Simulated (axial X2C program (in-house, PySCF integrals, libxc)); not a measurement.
**A run on WSb without results**

A two-component calculation with an axial X2C code built on PySCF integrals.

Input and command:
```json
{"zs": [74, 51], "q": 0, "bas": ["dyall-acv3z", "dyall-acv3z"], "r0": 2.77, "eom": "ea", "thr": -1.0, "nmax": 92, "grid": [1, 0.96, 1.045, 0.92, 1.09, 1.15]}
```
```bash
python soeom.py task.json out
```

Keys: zs atomic numbers; q charge; bas basis sets; r0 starting distance in Å; eom kind of EOM run; thr threshold in hartree for freezing inner shells (an s shell follows its p shell); nmax most natural virtual spinors; grid distances as factors.

Outcome:

The program refused: none of the low determinants of the reference species is a closed shell, which the EOM method needs.
